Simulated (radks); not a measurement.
The numbers below are computed, except where a source is named.
Ionisation of Tm, [Xe] 4f13 6s2, to Tm+, [Xe] 4f13 6s1, under several functionals. Scalar-relativistic Kohn-Sham, spin-polarised, spherical densities, point nucleus; open shells are filled with parallel spins first (spin-orbit coupling, left out, can overturn this in heavy ions); a radial shooting solver on a logarithmic mesh with Libxc functionals.

[
 {"functional": "exchange-only PBE", "E(Tm) (hartree)": "-13563.4546", "Exc (hartree)": "-281.0524", "IE (eV)": "5.642", "-e(HOMO) (eV)": "1.651", "<r> HOMO (bohr)": "0.8230", "IE error (eV)": "-0.542"},
 {"functional": "B86b exchange with PBE correlation", "E(Tm) (hartree)": "-13568.5856", "Exc (hartree)": "-286.2554", "IE (eV)": "6.255", "-e(HOMO) (eV)": "2.714", "<r> HOMO (bohr)": "0.8176", "IE error (eV)": "+0.071"},
 {"functional": "LDA (Slater exchange, Perdew-Wang correlation)", "E(Tm) (hartree)": "-13559.0334", "Exc (hartree)": "-276.6980", "IE (eV)": "6.467", "-e(HOMO) (eV)": "2.943", "<r> HOMO (bohr)": "0.8169", "IE error (eV)": "+0.282"},
 {"functional": "BP86", "E(Tm) (hartree)": "-13569.2739", "Exc (hartree)": "-286.9424", "IE (eV)": "6.387", "-e(HOMO) (eV)": "2.833", "<r> HOMO (bohr)": "0.8176", "IE error (eV)": "+0.203"},
 {"functional": "exchange-only B88", "E(Tm) (hartree)": "-13564.6778", "Exc (hartree)": "-282.2836", "IE (eV)": "5.515", "-e(HOMO) (eV)": "1.666", "<r> HOMO (bohr)": "0.8225", "IE error (eV)": "-0.669"},
 {"functional": "HCTH/407", "E(Tm) (hartree)": "-13575.5927", "Exc (hartree)": "-293.6519", "IE (eV)": "6.630", "-e(HOMO) (eV)": "3.431", "<r> HOMO (bohr)": "0.8054", "IE error (eV)": "+0.445"},
 {"functional": "PBEsol", "E(Tm) (hartree)": "-13563.1985", "Exc (hartree)": "-280.8563", "IE (eV)": "6.214", "-e(HOMO) (eV)": "2.753", "<r> HOMO (bohr)": "0.8173", "IE error (eV)": "+0.029"}
]

NIST Atomic Spectra Database: 6.184 eV (measured). Closest: PBEsol. The Delta-SCF values span 1.11 eV, the total energies 16.56 hartree. The highest occupied level is 4f. Open shells are spherical and high-spin; term and fine-structure splittings are not resolved. Spin-orbit splitting is averaged out at the scalar-relativistic level.
